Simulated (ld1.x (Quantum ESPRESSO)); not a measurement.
Scattering properties, PAW potential for Be (Z = 4)

| Quantity | Value |
| --- | --- |
| Element | Be |
| Generator | ld1.x (Quantum ESPRESSO) 7.5 |
| Type | PAW |
| Functional | PBEsol |
| Relativity | scalar-relativistic |
| Frozen core | [He] |
| Valence charge | 2 |
| Reference configuration | 2s2 2p0 |
| Partial waves | 2s (bound): rcut 1.20, rcutus 1.65 bohr; 2s channel at 0.9 Ry: rcut 1.20, rcutus 1.65 bohr; 2p (bound, empty): rcut 3.50, rcutus 4.70 bohr; 2p channel at 0.9 Ry: rcut 3.50, rcutus 4.70 bohr |
| Local potential | all-electron potential smoothed inside 3.50 bohr (lloc = -1) |
| Core correction | Bessel-smoothed model core inside 1.25 bohr |
| Augmentation charge | PSQ, inside the norm-conserving radii |

The phase is arctan(r·u′/u) with u = r·R(r), unwrapped; energies in Ry, scanned from -2 to 5 Ry. A pole is an energy at which the radial function vanishes at the test radius. The pseudo phase is shifted by a multiple of π to meet the all-electron one at the reference energy, and phase errors are pseudo minus all-electron; the curves can meet again beyond the range given. Levels narrower than the energy grid can be missing from the lists of poles.

**Question.** For each channel, where are the poles, and over which energies does the pseudopotential scatter like the atom?

**Answer.**

| channel | radius (bohr) | reference energy (Ry) | poles, all-electron | poles, pseudo | unbroken range about the reference energy with phases within 0.05 rad | phase error 1 Ry above the reference energy (rad) |
| --- | --- | --- | --- | --- | --- | --- |
| s | 5.12 | -0.41 | -0.36, 1.05, 3.29 | -0.36, 1.05, 3.30 | below 4.5 | +0.000 |
| p | 5.12 | -0.14 | -0.05, 1.15, 3.15 | -0.05, 1.15, 3.17 | below 0.4 | -0.000 |

Phases in the p channel:

```csv
E (Ry),all-electron,pseudo
-2.00,1.430,1.430
-1.76,1.420,1.420
-1.52,1.408,1.408
-1.28,1.392,1.392
-1.04,1.371,1.370
-0.80,1.337,1.336
-0.56,1.277,1.275
-0.32,1.076,1.072
-0.08,-1.486,-1.488
0.16,-1.872,-1.881
0.40,-2.519,-2.566
0.64,-4.250,-4.259
0.88,-4.585,-4.585
1.12,-4.701,-4.703
1.36,-4.781,-4.789
1.60,-4.876,-4.905
1.84,-5.096,-5.292
2.08,-6.625,-7.262
2.32,-7.574,-7.655
2.56,-7.729,-7.756
2.80,-7.796,-7.806
3.04,-7.838,-7.839
3.28,-7.872,-7.865
3.52,-7.907,-7.889
3.76,-7.951,-7.913
4.00,-8.024,-7.941
4.24,-8.229,-7.979
4.48,-9.811,-8.040
4.72,-10.717,-8.172
4.96,-10.858,-8.694
```
